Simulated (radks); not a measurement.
Values are calculated unless marked as measured or tabulated.
Problem. The gold ion Au6+, [Xe] 4f14 5d5. Level of theory: non-relativistic Kohn-Sham, PBE, spin-polarised, spherical densities, point nucleus (a radial shooting solver on a logarithmic mesh with Libxc functionals). Every spin shell is full or empty, so the densities are truly spherical. Functionals are evaluated on that one density, not self-consistently. Rank these orbital-free kinetic functionals by their error against the exact value of the orbitals, and give that value: Thomas-Fermi, von Weizsacker, TF + vW, TF + vW/9, LC94, APBEK, revAPBEK, Perdew 92, Thakkar, PG1, Ernzerhof.

Solution. Exact: 17855.8 hartree. From best to worst, with 100 (|E| - |E exact|)/|E exact| (equal figures are ties): LC94 +0.01, APBEK +0.04, revAPBEK +0.17, Ernzerhof -0.48, Perdew 92 -0.69, TF + vW/9 -0.69, Thakkar -0.79, Thomas-Fermi -4.65, PG1 +12.48, TF + vW +30.94, von Weizsacker -64.41.
